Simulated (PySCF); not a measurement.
TiOBr, SMILES [O]=[Ti][Br] (connectivity only; charge and spin as stated), neutral, multiplicity 2. The structure is a stationary point at PBE-D3(BJ)/def2-TZVP. The spin state was assumed, not searched.

All values below come from PySCF 2.14.0 with PBE-D3(BJ)/def2-TZVP.

Harmonic wavenumbers (cm⁻¹): 130, 323, 1018. Rotational constants (GHz): 25.38, 1.991, 1.847; symmetry number 1.

Question: Work out the zero-point energy and the ideal-gas rigid-rotor harmonic-oscillator thermochemistry at 298.15 K and 1 atm.

Answer: ZPE = ½ Σ hcν = ½ × 1471 cm⁻¹ = 2.10 kcal/mol. H − E(el) = 5.17 kcal/mol. Entropy in cal/(mol K): translation 40.80, rotation 25.65, vibration 4.33, spin 1.38, total 72.16. G − E(el) = -16.35 kcal/mol. Cp = 11.86 cal/(mol K). Modes under 150 cm⁻¹ make the vibrational entropy uncertain.
